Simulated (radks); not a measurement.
Results of a calculation; reference values are marked as such.
Spherical quantum dot in the effective-mass picture: electrons in a hard-walled sphere of radius 6.78, with a point charge +2 (a donor) at the centre, all in effective atomic units (hartree* = m*/eps^2 hartree, bohr* = eps/m* bohr), one dielectric constant everywhere. Level of theory: non-relativistic Kohn-Sham, PBE, spin-polarised, spherical densities (a radial shooting solver with Libxc functionals). Levels are named by radial order and angular momentum (1s, 1p, 1d, 2s, ...), and open shells are averaged over m. Each electron was tried in the lowest free levels, single moves between levels near the top were tried too, and the lowest total energy was kept; such a search can miss a lower state. At N = 1 the Hartree and exchange-correlation terms need not cancel, so that row can carry a self-interaction error.

| N | open shells | 2S | E (hartree*) | mu = E(N) - E(N-1) (hartree*) | addition energy mu(N+1) - mu(N) (hartree*) | e(HOMO) (hartree*) | rms radius (bohr*) |
|---|---|---|---|---|---|---|---|
| 1 | 1s(up 1, down 0) | 1 | -1.99377 | -1.9938 | 1.095 | -1.5449 | 0.8828 |
| 2 | none | 0 | -2.89292 | -0.89915 | 1.053 | -0.57922 | 1.120 |
| 3 | 2s(up 1, down 0) | 1 | -2.73929 | 0.15364 | 0.2009 | 0.23217 | 2.563 |
| 4 | none | 0 | -2.38474 | 0.35455 | 0.2112 | 0.43772 | 3.115 |
| 5 | 1p(up 2, down 0) 2s(up 1, down 0) | 3 | -1.81899 | 0.56574 | 0.1742 | 0.64667 | 3.437 |
| 6 | 1p(up 3, down 0) 2s(up 1, down 0) | 4 | -1.07910 | 0.73989 | 0.2130 | 0.83292 | 3.673 |
| 7 | 1p(up 3, down 0) | 3 | -0.126171 | 0.95293 | 0.2081 | 1.0333 | 3.854 |
| 8 | 1p(up 3, down 1) | 2 | 1.03489 | 1.1611 | 0.1741 | 1.2475 | 3.998 |
| 9 | 1p(up 3, down 2) | 1 | 2.37001 | 1.3351 | 0.1762 | 1.4230 | 4.116 |
| 10 | none | 0 | 3.88131 | 1.5113 | 0.2802 | 1.5997 | 4.216 |
| 11 | 1d(up 1, down 0) | 1 | 5.67285 | 1.7915 | 0.1721 | 1.8775 | 4.314 |
| 12 | 1d(up 2, down 0) | 2 | 7.63651 | 1.9637 | 0.1727 | 2.0500 | 4.398 |
| 13 | 1d(up 3, down 0) | 3 | 9.77291 | 2.1364 | 0.1730 | 2.2229 | 4.470 |
| 14 | 1d(up 4, down 0) | 4 | 12.0823 | 2.3094 | 0.1730 | 2.3959 | 4.533 |
| 15 | 1d(up 5, down 0) | 5 | 14.5647 | 2.4824 | 0.2152 | 2.5689 | 4.590 |
| 16 | 1d(up 5, down 1) | 4 | 17.2624 | 2.6977 | 0.1690 | 2.7820 | 4.640 |
| 17 | 1d(up 5, down 2) | 3 | 20.1290 | 2.8666 | 0.1697 | 2.9514 | 4.686 |
| 18 | 1d(up 5, down 3) | 2 | 23.1654 | 3.0364 | 0.1701 | 3.1214 | 4.728 |
| 19 | 1d(up 5, down 4) | 1 | 26.3719 | 3.2065 | 0.1703 | 3.2917 | 4.766 |
| 20 | none | 0 | 29.7487 | 3.3769 | 0.2956 | 3.4621 | 4.801 |
| 21 | 1f(up 1, down 0) | 1 | 33.4212 | 3.6725 | 0.1684 | 3.7566 | 4.836 |
| 22 | 1f(up 2, down 0) | 2 | 37.2621 | 3.8409 | 0.1685 | 3.9251 | 4.869 |
| 23 | 1f(up 3, down 0) | 3 | 41.2715 | 4.0094 | 0.1686 | 4.0937 | 4.900 |
| 24 | 1f(up 4, down 0) | 4 | 45.4495 | 4.1780 | 0.1687 | 4.2624 | 4.928 |
| 25 | 1f(up 5, down 0) | 5 | 49.7963 | 4.3467 | 0.1687 | 4.4311 | 4.955 |
| 26 | 1f(up 6, down 0) | 6 | 54.3117 | 4.5154 | 0.1686 | 4.5997 | 4.979 |
| 27 | 1f(up 7, down 0) | 7 | 58.9957 | 4.6840 | 0.2096 | 4.7683 | 5.003 |
| 28 | 1f(up 7, down 1) | 6 | 63.8893 | 4.8936 | 0.1665 | 4.9768 | 5.025 |
| 29 | 1f(up 7, down 2) | 5 | 68.9494 | 5.0601 | 0.1667 | 5.1435 | 5.045 |
| 30 | 1f(up 7, down 3) | 4 | 74.1763 | 5.2269 | 0.1669 | 5.3103 | 5.065 |
| 31 | 1f(up 7, down 4) | 3 | 79.5700 | 5.3937 | 0.1670 | 5.4772 | 5.084 |
| 32 | 1f(up 7, down 5) | 2 | 85.1307 | 5.5607 | 0.1670 | 5.6442 | 5.101 |
| 33 | 1f(up 7, down 6) | 1 | 90.8585 | 5.7277 | 0.1670 | 5.8112 | 5.118 |
| 34 | none | 0 | 96.7532 | 5.8948 | - | 5.9783 | 5.134 |

All shells are closed at N = 2, 4, 10, 20, 34 (there: 1s2 1p6 1d10 2s2 1f14); the second difference of the energy has clear peaks (12 % above both neighbours; the first and last values, which can be the largest, are not judged, and half-filled shells can peak too) at N = 10, 15, 20, 27.
